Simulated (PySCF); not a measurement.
Isomers of C2H9NSi and their computed core-level spectra.

Method: PySCF, delta-SCF UKS SCAN, pcX-2 on the ionised atom, pcseg-1 elsewhere, spin-free X2C. Geometries: PBE0-D3(BJ)/def2-SVP; isolated species, one conformer each.

Line lists (1s up to Mg, 2p3/2 beyond; areas count atoms within a level, one atom standing for each set equivalent by bonding):
1. C 1s: 290.10 (area 1), 291.53 (area 1) eV; N 1s: 405.08 eV; Si 2p3/2: 106.23 eV
2. C 1s: 291.54 eV; N 1s: 404.33 eV; Si 2p3/2: 106.78 eV
3. C 1s: 290.64 (area 1), 291.60 (area 1) eV; N 1s: 404.36 eV; Si 2p3/2: 106.83 eV

Structures:
A. `NCC[SiH3]`
B. `CCN[SiH3]`
C. `CN(C)[SiH3]`

Q: Which list belongs to which compound?

A: 
- 1 = A: another candidate has the same counts of sites, so positions decide. C 1s: 290.10 sp3 carbon bound to silicon, 291.53 sp3 carbon bound to nitrogen; N 1s: 405.08 primary amine nitrogen; Si 2p3/2: 106.23 SiH3 silicon.
- 2 = C: no other candidate has these counts of sites. C 1s: 291.54 N-methyl carbon (×2); N 1s: 404.33 silicon-bound nitrogen; Si 2p3/2: 106.78 SiH3 silicon.
- 3 = B: another candidate has the same counts of sites, so positions decide. C 1s: 290.64 methyl carbon, 291.60 sp3 carbon bound to nitrogen; N 1s: 404.36 silicon-bound nitrogen; Si 2p3/2: 106.83 SiH3 silicon.

For 2p shells one spin-free hole was relaxed; a mean-field spin–orbit operator and the ground-state splitting of the three 2p orbitals were then diagonalised within the shell. The shell's mean is (2 × 2p3/2 + 2p1/2)/3, and the degeneracies 2j + 1 give areas of 2:1.
